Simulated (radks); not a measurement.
Values are calculated unless marked as measured or tabulated.
How relativity changes the ionisation of the potassium ion K16+ ([He] 2s1) to K17+ ([He]). Spin-unpolarised spherical Kohn-Sham, PBEsol, point nucleus unless stated (finite: rms radius 3.4349 fm), a radial shooting solver on a logarithmic mesh with Libxc functionals. A level marked "c x" has the speed of light scaled by that factor.

[
 {"level": "non-rel.", "E(K16+) (hartree)": "-386.20072", "E(K17+) (hartree)": "-348.56795", "IE (eV)": "1024.0", "HOMO": "2s", "<r> HOMO (bohr)": "0.3386"},
 {"level": "scalar-rel.", "E(K16+) (hartree)": "-388.08306", "E(K17+) (hartree)": "-350.23669", "IE (eV)": "1029.9", "HOMO": "2s", "<r> HOMO (bohr)": "0.3366"},
 {"level": "scalar-rel., finite nucleus", "E(K16+) (hartree)": "-388.08221", "E(K17+) (hartree)": "-350.23588", "IE (eV)": "1029.9", "HOMO": "2s", "<r> HOMO (bohr)": "0.3366"},
 {"level": "Dirac", "E(K16+) (hartree)": "-388.08306", "E(K17+) (hartree)": "-350.23669", "IE (eV)": "1029.9", "HOMO": "2s1/2", "<r> HOMO (bohr)": "0.3364"},
 {"level": "Dirac, finite nucleus", "E(K16+) (hartree)": "-388.08221", "E(K17+) (hartree)": "-350.23588", "IE (eV)": "1029.9", "HOMO": "2s1/2", "<r> HOMO (bohr)": "0.3364"},
 {"level": "Dirac, c x 1.25", "E(K16+) (hartree)": "-387.40122", "E(K17+) (hartree)": "-349.63223", "IE (eV)": "1027.7", "HOMO": "2s1/2", "<r> HOMO (bohr)": "0.3372"},
 {"level": "Dirac, c x 1.5", "E(K16+) (hartree)": "-387.03283", "E(K17+) (hartree)": "-349.30565", "IE (eV)": "1026.6", "HOMO": "2s1/2", "<r> HOMO (bohr)": "0.3377"},
 {"level": "Dirac, c x 100", "E(K16+) (hartree)": "-386.20090", "E(K17+) (hartree)": "-348.56812", "IE (eV)": "1024.0", "HOMO": "2s1/2", "<r> HOMO (bohr)": "0.3386"}
]

NIST Atomic Spectra Database: 1034.5 eV (theoretical). The relativistic part of the total energy of K16+ is -1.881 hartree (Dirac, finite nucleus), 0.49 % of the non-relativistic value. Spin polarisation and multiplet splitting of open shells are left out at every level.

Beside tabulated values, note that spin-unpolarised runs miss the spin-polarisation part of the exchange energy of open shells.
